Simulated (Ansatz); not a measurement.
```yaml
crystal:
  periodic: [false, false, false]
  atoms:
    - {symbol: As, position_ang: [0.728836, 0.040229, 1.925025]}
    - {symbol: As, position_ang: [1.642434, -1.074558, -0.057756]}
    - {symbol: As, position_ang: [0.328755, 2.114763, 0.587736]}
    - {symbol: As, position_ang: [-0.301145, -1.205627, -1.742719]}
    - {symbol: As, position_ang: [1.148549, 1.088039, -1.483834]}
    - {symbol: As, position_ang: [-1.495909, 0.340035, 1.435220]}
    - {symbol: Se, position_ang: [-2.063203, -0.933491, -0.423876]}
basis:
  gaussian: {orbitals: STO-3G, fitting: {mean_field: def2-universal-jkfit}, final_grid: {core_spheres: 8, valence_spheres: 7, degree: 23}}
magnetization: {spin_polarized: true, initial_magnetization: 2}
hamiltonian: {xc: {name: SVWN5}}
scf: {lower_state_search: full}
```

```sh
$ ansatz run in.yaml --threads 4 --pin off --events-out ev --progress --plain --max-ram 4787MiB
```

Shortened log:

```
Functional definition: SVWN5
1862 factors; integrals over basis functions are off by at most 1.8e-2 eV
mean field evaluation 1: about -424878.4386 eV, gradient 1.1e1 eV
mean field evaluation 2: about -424878.4364 eV, gradient 1.1e1 eV
mean field evaluation 4: about -424877.1697 eV, gradient 1.5e1 eV
mean field evaluation 8: about -424879.9193 eV, gradient 6.4e-1 eV
mean field evaluation 16: about -424879.9249 eV, gradient 3.4e-3 eV
mean field evaluation 32: about -424878.7575 eV, gradient 4.3e0 eV
mean field evaluation 64: about -424879.0334 eV, gradient 3.6e0 eV
mean field evaluation 96: about -424879.8556 eV, gradient 1.6e0 eV
mean field evaluation 128: about -424878.9688 eV, gradient 1.3e0 eV
mean field evaluation 160: about -424879.8496 eV, gradient 2.6e0 eV
mean field evaluation 192: about -424879.9269 eV, gradient 8.4e-2 eV
mean field evaluation 224: about -424879.9249 eV, gradient 4.3e-4 eV
mean field evaluation 256: about -424879.9249 eV, gradient 5.0e-6 eV
mean field -424879.92494904 eV, -15614.0492479203 hartree, gradient 6.4e-6 eV, S^2 2.001921; 16 other end points of the search recorded, 0 dependent functions left out
reference -424879.92498345 eV, -15614.0492491849 hartree; 117, 115 occupied and 9, 11 virtual orbitals, 1862 factors
Total energy: -424879.92498345 eV, -15614.0492491849 hartree
```

Run time 15 s (4 threads of Arm Neoverse V1 on a shared host).
